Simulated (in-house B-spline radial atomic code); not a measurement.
Atomic self-consistent-field run: the strontium ion Sr³⁺. Computed with an all-electron radial atomic-structure program (B-spline basis): non-relativistic PBE, spin-polarised, spherical fractional occupations, point nucleus, inside a hard spherical wall at 2.54 bohr.

Command:
```bash
python run_scf.py task.json out
```
Settings:
```
Z                38
configuration    [Ar] 3d10 4s2 4p5
hamiltonian      nr
method           pbe,pbe
spin_polarised   True
wall_radius      2.54
```

Output (hartree, bohr):
```
 radial grid: 41 intervals, B-splines of order 8, outer radius 2.54 bohr

 iter        energy (Eh)    residual
    1       -3128.323557    4.70e-01
    2       -3129.154575    1.84e-01
    3       -3129.681405    2.25e-02
    4       -3129.688574    7.44e-03
    5       -3129.688785    1.29e-03
    6       -3129.688815    8.69e-04
    7       -3129.688825    9.87e-06
    8       -3129.688825    1.10e-06
    9       -3129.688825    2.69e-08

 total energy                     -3129.68882
 kinetic                            3135.6401
 electron-nucleus                  -7444.7514
 Hartree                            1282.4498
 exchange-correlation               -103.0274

 orbital      occ     eigenvalue          <r>       <r^2>       <1/r>     <1/r^2>       r_max
 1s up      1.000      -574.4076    0.0401852  0.00216184     37.4913     2824.48     0.02656
 1s down    1.000      -574.4025    0.0401849  0.00216182     37.4915     2824.51     0.02656
 2s up      1.000       -77.2879     0.177017   0.0368624     8.37486     285.928      0.1493
 2s down    1.000       -77.2850     0.177015   0.0368611     8.37484     285.922      0.1493
 2p up      3.000       -70.4740     0.152269   0.0282921     8.36032     95.0903      0.1178
 2p down    3.000       -70.4691      0.15227   0.0282923     8.36017     95.0865      0.1179
 3s up      1.000       -12.5347     0.503898    0.291331     2.82563     49.0716      0.4462
 3s down    1.000       -12.5287     0.503833    0.291212     2.82555     49.0613      0.4463
 3p up      3.000       -10.0426     0.504051    0.296527     2.72227     15.9596      0.4354
 3p down    3.000       -10.0358     0.503926    0.296312     2.72245     15.9597      0.4355
 3d up      5.000        -5.5336     0.498541    0.303044     2.50519      8.0803      0.3767
 3d down    5.000        -5.5259     0.498038    0.302241     2.50654     8.08679      0.3767
 4s up      1.000        -2.1830      1.26957     1.77977     1.03932     8.27643       1.201
 4s down    1.000        -2.1377      1.26901     1.77886     1.04067      8.3105         1.2
 4p up      3.000        -1.4834      1.32876     1.94515    0.979113     2.74968       1.282
 4p down    2.000        -1.4377      1.32876     1.94569    0.979652     2.75488       1.282
```

Cost of the run: 0.05 s on 1 thread of Arm Neoverse V2 (shared host).
